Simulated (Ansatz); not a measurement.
One geometry of [TmCl6]3- (TmCl6³⁻), several levels of theory.

```yaml
crystal:
  periodic: [false, false, false]
  atoms:
    - {symbol: Tm, position_ang: [-0.000022, 0.000092, -0.000063]}
    - {symbol: Cl, position_ang: [-0.020402, -0.002911, 2.710035]}
    - {symbol: Cl, position_ang: [0.020193, 0.003033, -2.710061]}
    - {symbol: Cl, position_ang: [2.702589, 0.008513, 0.020470]}
    - {symbol: Cl, position_ang: [-2.702623, -0.008820, -0.020423]}
    - {symbol: Cl, position_ang: [-0.010425, 2.702759, 0.002941]}
    - {symbol: Cl, position_ang: [0.010689, -2.702666, -0.002889]}
basis:
  gaussian: {orbitals: def2-TZVP, initial_orbitals: start.molden}
total_charge: -3
magnetization: {spin_polarized: true, initial_magnetization: 2}
hamiltonian: {xc: pbe0, dispersion: d4}
scf: {omitted_lower_state_checks: [starts]}
output: {orbitals: {seedname: orbitals}}
```

The file start.molden holds the orbitals of an earlier run on this structure, at another level or in another basis.

```sh
$ ansatz run in.yaml --threads 4 --pin off --events-out ev --progress --plain --max-ram 6963MiB
```

Output, abridged:

```
Functional definition: PBE0
2414 factors; their error is unknown
the host lacks memory for fits, so the integrals are decomposed
1862 factors; integrals over basis functions are off by at most 1.5e-3 eV
mean field evaluation 1: about -104658.5555 eV, gradient 1.7e2 eV
mean field evaluation 2: about -104663.6002 eV, gradient 7.6e0 eV
mean field evaluation 4: about -104664.1564 eV, gradient 4.9e-1 eV
mean field evaluation 8: about -104664.1585 eV, gradient 3.8e-4 eV
mean field -104664.15849452 eV, -3846.3368807591 hartree, gradient 5.1e-6 eV, S^2 2.001600; 0 other end points of the search recorded, 0 dependent functions left out
reference -104664.15855305 eV, -3846.3368829100 hartree; 74, 72 occupied and 244, 246 virtual orbitals, 1862 factors
Total energy: -104664.49478906 eV, -3846.3492393553 hartree
Checks for a lower state left out: starts
```

Hardware: 4 threads of Arm Neoverse V2 on a shared host. Wall time 2.9 min, peak host memory 2.6 GiB.

As the first input, with `hamiltonian: {xc: {name: CAM-B3LYP}, dispersion: d4}` (abridged; 3.7 min):

```
Functional definition: CAM-B3LYP
the host lacks memory for fits, so the integrals are decomposed
mean field evaluation 16: about -104692.1813 eV, gradient 2.3e-6 eV
mean field -104692.18130711 eV, -3847.3667001271 hartree, gradient 2.3e-6 eV, S^2 2.001444
Total energy: -104692.54529473 eV, -3847.3800764254 hartree
Checks for a lower state left out: starts
```

First input, but with `gaussian: {orbitals: def2-SVP, initial_orbitals: start.molden}`, `hamiltonian: {xc: pbe, dispersion: d4}` (abridged; 56 s):

```
Functional definition: PBE
mean field evaluation 16: about -104637.7462 eV, gradient 6.3e-5 eV
mean field evaluation 32: about -104637.7462 eV, gradient 2.7e-5 eV
mean field -104637.74622644 eV, -3845.3662478099 hartree, gradient 1.5e-6 eV, S^2 2.001091
Total energy: -104638.11516531 eV, -3845.3798060632 hartree
Checks for a lower state left out: starts
```

As the first input, with `hamiltonian: {xc: pbe, dispersion: d4}`, `output: {forces: true, orbitals: {seedname: orbitals}}` (abridged; 1.9 min):

```
Functional definition: PBE
mean field evaluation 16: about -104666.1223 eV, gradient 2.1e-5 eV
mean field -104666.12233087 eV, -3846.4090504138 hartree, gradient 2.7e-8 eV, S^2 2.001320
Total energy: -104666.49127789 eV, -3846.4226089664 hartree
Atom 0 force     0.000141    -0.000641     0.000520 eV/Å
Atom 1 force    -0.000766    -0.000052     0.092371 eV/Å
Atom 2 force     0.000804     0.000180    -0.092607 eV/Å
Atom 3 force     0.079327     0.001614     0.000438 eV/Å
Atom 4 force    -0.079335    -0.001283    -0.000579 eV/Å
Atom 5 force     0.000798     0.079316     0.000008 eV/Å
Atom 6 force    -0.000970    -0.079136    -0.000152 eV/Å
Dipole moment:    -0.000036     0.000212    -0.000173 e Å
Checks for a lower state left out: starts
```

As the first input, with `gaussian: {orbitals: def2-SVP, initial_orbitals: start.molden}` (abridged; 88 s):

```
Functional definition: PBE0
mean field evaluation 16: about -104636.4434 eV, gradient 1.3e-5 eV
mean field -104636.44336024 eV, -3845.3183683600 hartree, gradient 1.0e-5 eV, S^2 2.001417
Total energy: -104636.77965123 eV, -3845.3307268259 hartree
Checks for a lower state left out: starts
```

As the first input, with `hamiltonian: {xc: {name: PBE-QIDH}}` and without the key `output` (abridged; 9.3 min):

```
Functional definition: PBE-QIDH
mean field evaluation 16: about -104604.6132 eV, gradient 1.7e-5 eV
mean field -104604.61318558 eV, -3844.1486310167 hartree, gradient 2.9e-10 eV, S^2 2.001934
34 core orbitals not correlated: weight in the atoms' cores, before any rotation towards them, 1.000 or more for the frozen orbitals, at most 0.000 for the correlated occupied ones
second order -74.97790390 eV of doubles, -0.00000000 eV of singles
Total energy: -104629.60584445 eV, -3845.0670942896 hartree
Checks for a lower state left out: starts
```

First input, but with `hamiltonian: {xc: r2scan, dispersion: d4}`, `output: {forces: true, orbitals: {seedname: orbitals}}` (abridged; 7.3 min):

```
Functional definition: r2SCAN
mean field evaluation 16: about -104674.9113 eV, gradient 9.4e-6 eV
mean field -104674.91129178 eV, -3846.7320387697 hartree, gradient 4.6e-10 eV, S^2 2.002291
Total energy: -104675.01231573 eV, -3846.7357513316 hartree
Atom 0 force     0.000165    -0.000726     0.000559 eV/Å
Atom 1 force     0.001033     0.000210    -0.135065 eV/Å
Atom 2 force    -0.000985    -0.000044     0.134859 eV/Å
Atom 3 force    -0.132732     0.001047    -0.001092 eV/Å
Atom 4 force     0.132732    -0.000644     0.000918 eV/Å
Atom 5 force     0.001662    -0.127200    -0.000237 eV/Å
Atom 6 force    -0.001875     0.127356     0.000060 eV/Å
Dipole moment:    -0.000053     0.000272    -0.000222 e Å
Checks for a lower state left out: starts
```

Geometry: PBE-D4/def2-SVP.

In the def2 sets Tm takes a core potential; there is no spin–orbit coupling. Correlated methods freeze 34 core orbitals; core or outer-core shells of Tm are correlated, in sets that lack core-valence functions. With an open 4f shell the SCF may have ended on a state above the lowest. A multiply charged anion in the gas phase is held together partly by the finite basis. At PBE0-D4/def2-TZVP, CAM-B3LYP-D4/def2-TZVP, PBE-D4/def2-SVP, PBE-D4/def2-TZVP and others the highest occupied level of the charge -3 triplet lies above zero (up to 5.64 eV). It is a level of β spin, whose loss leaves a quartet; that state wasn't run at this geometry and level. The electron is either unbound and held by the finite basis, or the level is raised by self-interaction error. No other spin state of charge -3 was run.
